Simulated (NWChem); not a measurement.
CHFO$_{3}$Si; SMILES F[SiH]1OC(O1)=O

```xyz
7

O     -0.3766     2.3882     0.0000
C     -0.0997     1.2322     0.0000
O      0.1081     0.3935     1.1018
Si     0.4311    -0.8742     0.0000
F     -0.6636    -2.0592     0.0000
O      0.1081     0.3935    -1.1018
H      1.7822    -1.4735     0.0000
```
Atoms are numbered in this order, from 1.

All runs: NWChem. Geometry: optimised at PBE-D3(BJ)/def2-SVP. Vzz is the largest principal value of the second derivative of the potential at the nucleus (NWChem prints the opposite sign); η is the asymmetry. Non-relativistic.

Task: Predict the results for B3LYP/def2-SVP. Quantities: Vzz O1 (a.u.); η O1; Vzz O6 (a.u.); η O6.

Result: 
- Vzz O1 (a.u.): -1.385
- η O1: 0.03
- Vzz O6 (a.u.): 1.279
- η O6: 0.33
